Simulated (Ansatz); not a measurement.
OsO3S (OsSO₃). Charge 0, multiplicity 1. Geometry r2SCAN-D4/def2-SVP; atoms count from 1.

Cartesian coordinates in Å:
```
Os -0.065 -0.060 0.004
O 0.626 -1.616 0.178
O -1.065 0.287 1.349
O -0.984 0.011 -1.438
S 1.488 1.378 -0.094
```

In the def2 sets Os takes a core potential; there is no spin–orbit coupling. The restricted singlet is unstable towards broken spin symmetry in Hartree–Fock (as tested in another run); at PBE0-D4/def2-TZVP this wasn't settled.

Estimate the Mulliken populations from the PBE0/def2-TZVP orbitals of Ansatz.


```
atom  charge (e)  d electrons
 Os1        1.39         5.47
  O2       -0.39            –
  O3       -0.39            –
  O4       -0.39            –
  S5       -0.21            –
```
Mulliken values depend strongly on the basis.

And the Mayer bond orders between heavy atoms (over 0.3)?

Os1–O2 1.70 (1.71 Å); Os1–O3 1.70 (1.71 Å); Os1–O4 1.70 (1.71 Å); Os1–S5 1.78 (2.12 Å).
